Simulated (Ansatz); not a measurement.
`[OH][GeH2][F]` + `[SiH3]S` → `[F][GeH2][SiH2]S` + H₂O  (formal exchange of groups at a Ge–O bond)

Isolated molecules relaxed with PBE0-D4/def2-TZVP in Ansatz; ΔE leaves out vibrations. CCSD(T)/CBS adds triple-zeta CCSD(T) − MP2 to the extrapolated MP2 energy (def2 sets, frozen cores). This one scheme is used for every species. For Ge outer-core shells are correlated without core-valence functions, which leaves a few kJ/mol of doubt a bond. Scalar relativity is left out up to krypton. One conformer a species, not always the lowest.

| species | CCSD/def2-TZVPP energy (Eh) |
| --- | --- |
| `[OH][GeH2][F]` | -2252.31963 |
| `[SiH3]S` | -689.19185 |
| `[F][GeH2][SiH2]S` | -2865.16733 |
| H₂O | -76.32939 |

Task: Work out ΔE.

Result: ΔE = (-2865.16733) + (-76.32939) − (-2252.31963) − (-689.19185) = 0.01476 Eh = +38.8 kJ/mol. CCSD(T)/CBS gives +29.5 kJ/mol.

Largest T1 diagnostic among the species: 0.012.

The D4 term adds −7.2 kJ/mol with B3LYP and −4.3 kJ/mol with PBE0; it sums over pairs of atoms, weighted by their polarisabilities, and B3LYP, whose exchange is more repulsive, gets the larger term. In def2-TZVPP, CCSD(T) changes the Hartree–Fock value by −19.7 kJ/mol (the triples alone add −1.7 kJ/mol) and MP2 by −16.1 kJ/mol.

B3LYP here is the variant with VWN-RPA as its local correlation; programs differ in this.
